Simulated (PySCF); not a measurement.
r2SCAN on Mn⁺ (manganese, charge +1)

Configuration: [Ar] 3d4 4s2, high-spin 5D determinant (an excited configuration). Computed with PySCF 2.14 in ANO-RCC-VTZP (6s5p3d2f1g, 59 functions), with scalar relativity by spin-free X2C-1e.

| Quantity | Value |
| --- | --- |
| Total energy | -1157.974 hartree |
| One-electron energy | -1581.305 hartree |
| Hartree (Coulomb) energy | 475.352 hartree |
| Exchange-correlation energy | -52.022 hartree |
| ⟨S²⟩ | 6.0076 |
| ⟨L²⟩ | 6.010 |
| Sum of ⟨r⟩ | 18.91 bohr |
| Sum of ⟨r²⟩ | 30.40 bohr² |
| Traceless quadrupole moment −½Σ⟨3z² − r²⟩ along its main axis | -0.211 e·bohr² |
| Langevin diamagnetic susceptibility | -24.1 ×10⁻⁶ cm³/mol |
| Time after the integrals | 4.2 s of wall time on 1 thread of Neoverse-N1 (shared host) |

```csv
shell,electrons,mean orbital energy (hartree),spread (hartree),"rms radius, mean of both spins (bohr)"
1s α,1,-237.48077,0,0.0704
1s β,1,-237.48034,0,0.0704
2s α,1,-28.23987,0,0.303
2s β,1,-28.15080,0,0.303
2p α,3,-23.95038,0.01661,0.274
2p β,3,-23.88179,0.03406,0.274
3s α,1,-3.87929,0,0.908
3s β,1,-3.67117,0,0.908
3p α,3,-2.67611,0.00789,0.970
3p β,3,-2.46698,0.07280,0.970
3d α,4,-0.83017,0.06460,1.21
4s α,1,-0.52117,0,2.88
4s β,1,-0.48291,0,2.88
```

Densities and radii are taken from the X2C orbitals without a picture-change correction, which distorts them close to the nucleus.
